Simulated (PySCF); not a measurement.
These are B3LYP-D3(BJ)/def2-TZVP // r2SCAN-D4/def2-SVP in PySCF values and carry that method's errors. Gas-phase values, no solvent. One relaxed conformer stands for a flexible species; it need not be the lowest. B3LYP has the VWN-RPA correlation part, as in Gaussian. 

Reference species: [Ti(OH)4] (neutral, multiplicity 1).

| Item | Value |
|---|---|
| mean distance from the central atom to its bonded neighbours | 1.798 Å |
| coordination number | 4 |
| HOMO–LUMO gap | 7.28 eV |

Changed species: [Ti(OH)(H)3] (3 of 4 OH replaced by H; the reference has 0 of 4 OH replaced by H).

### Question
Give the shifts of the mean distance from the central atom to its bonded neighbours, coordination number and HOMO–LUMO gap.

### Answer
the mean distance from the central atom to its bonded neighbours falls by 0.090 Å, to 1.708 Å; the coordination number hardly moves; the HOMO–LUMO gap decreases by 1.71 eV, to 5.57 eV.
